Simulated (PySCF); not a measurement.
## Rb²¹⁺: ionisation energy

Rb²¹⁺ [Ne] 3s2 3p4 (3P) → Rb²²⁺ [Ne] 3s2 3p3 (4S), as a difference of total energies. Calculation: PySCF 2.14, in an even-tempered Gaussian basis (18 s from 1.9 bohr⁻², ratio 2.5; 12 p from 2.4 bohr⁻², ratio 2.5; 5 d from 13 bohr⁻², ratio 2.7; 4 f from 20 bohr⁻², ratio 2.7); scalar relativity by spin-free X2C-1e. Correlated levels: outer shells: 1s2 frozen; virtual orbitals above 40 to 60 times the deepest correlated orbital energy dropped. The calculations carry no spin-orbit coupling.

```csv
method,ionisation energy (eV)
UHF,956.87
LDA,959.28
PBE,959.44
PBE0,959.27
r2SCAN,959.08
M06-L,958.67
TPSSh,959.47
MP2 (outer shells),957.89
SCS-MP2 (outer shells),957.90
```

Question: How much does correlation contribute at MP2 (outer shells)?

Answer: 957.89 − (956.87) = 1.02 eV, measured against UHF.

Spin-orbit coupling is strong in these open shells (close to jj coupling). The scalar numbers leave it out and a first-order estimate fails, so it can dominate the gap to the real levels.

Breit and QED terms and the two-electron picture change are absent.

For comparison: 958.9 ± 1.4 eV (semi-empirical (NIST evaluation); NIST Atomic Spectra Database, ionization energies).
